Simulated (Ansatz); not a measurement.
The cluster Os4⁺. Charge 1, multiplicity 2. Geometry PBE-D4/def2-SVP.

```xyz
4

Os    0.775    1.220    0.037
Os    0.307   -1.401   -0.197
Os   -0.347   -0.078    1.576
Os   -0.735    0.259   -1.416
```

In the def2 sets Os takes a core potential; there is no spin–orbit coupling. HSE06 is defined as in plane-wave codes, on full-range PBE exchange. At PBE-D4/def2-TZVP, r2SCAN-D4/def2-TZVP, PBE0-D4/def2-TZVP, HSE06-D4/def2-TZVP and others the charge 1 doublet is spin-contaminated (final ⟨S²⟩ up to 3.56, 0.75 for a pure state). No other spin state of charge 1 was run. The geometry of the doublet was relaxed on an unsound state (⟨S²⟩ 1.72, where a pure state has 0.75). Another isomer (sextet) lies 0.90 eV lower at PBE0-D4/def2-TZVP; other spin states weren't run for this one.

Question: Estimate the α-spin orbital energies around the gap (eV) in Ansatz with PBE-D4/def2-TZVP, r2SCAN-D4/def2-TZVP, PBE0-D4/def2-TZVP, HSE06-D4/def2-TZVP, ωB97M-V/def2-TZVP.

Answer: 
```
orbital  PBE-D4/def2-TZVP  r2SCAN-D4/def2-TZVP  PBE0-D4/def2-TZVP  HSE06-D4/def2-TZVP  ωB97M-V/def2-TZVP
 HOMO−5            -10.41               -10.48             -11.16              -10.77             -13.30
 HOMO−4            -10.14               -10.37             -11.11              -10.74             -12.95
 HOMO−3             -9.90               -10.09             -10.81              -10.43             -12.77
 HOMO−2             -9.43                -9.80             -10.60              -10.21             -12.64
 HOMO−1             -9.27                -9.50             -10.28               -9.89             -12.13
   HOMO             -9.20                -9.42             -10.02               -9.65             -11.73
   LUMO             -8.59                -8.52              -7.81               -8.18              -5.91
 LUMO+1             -8.35                -8.07              -7.29               -7.67              -5.40
 LUMO+2             -8.31                -8.03              -7.21               -7.60              -5.13
 LUMO+3             -8.28                -7.90              -7.12               -7.49              -5.01
 LUMO+4             -8.01                -7.81              -7.03               -7.41              -4.94
 LUMO+5             -7.82                -7.65              -6.90               -7.29              -4.70
 β HOMO             -9.06                -9.28             -10.01               -9.64             -11.94
 β LUMO             -8.50                -8.43              -7.74               -8.11              -5.84
```
